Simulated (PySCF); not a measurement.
## A small calculation by hand: dipole moment from atomic charges

C3F3, SMILES [C]#CC(F)(F)F, multiplicity 2. Atoms are numbered in the order given.

```xyz
6

C      0.0000     0.0000     2.4123
C      0.0000     0.0000     1.2021
C      0.0000     0.0000    -0.2706
F      1.0764     0.6215    -0.7431
F      0.0000    -1.2429    -0.7431
F     -1.0764     0.6215    -0.7431
```
Charge 0, spin multiplicity 2.

Geometry: PBE0-D3(BJ)/def2-SVP. The isomer is the one that the SMILES or the coordinates give; other isomers of the formula were not compared.

Charges (e) from CAM-B3LYP/def2-TZVP run with PySCF:

```tsv
atom	ESP fit	Mulliken
C1	0.203	0.087
C2	-0.375	-0.145
C3	0.761	0.501
F4	-0.196	-0.148
F5	-0.197	-0.148
F6	-0.196	-0.148
```

The dipole moment of the full density is 1.34 D.

### Question
What dipole moment does each set of point charges give, and which comes closer to that of the density?

### Answer

μ = Σ q r, and 1 e Å = 4.8032 D.
ESP fit: Σ q r = (0.000, 0.001, 0.271) e Å, |μ| = 1.30 D.
Mulliken: Σ q r = (0.000, 0.000, 0.230) e Å, |μ| = 1.10 D.
ESP fit comes closer in size. Point charges leave out the atoms' own dipoles (lone pairs, polarised bonds); fits to the potential absorb them, partitions of the density don't.
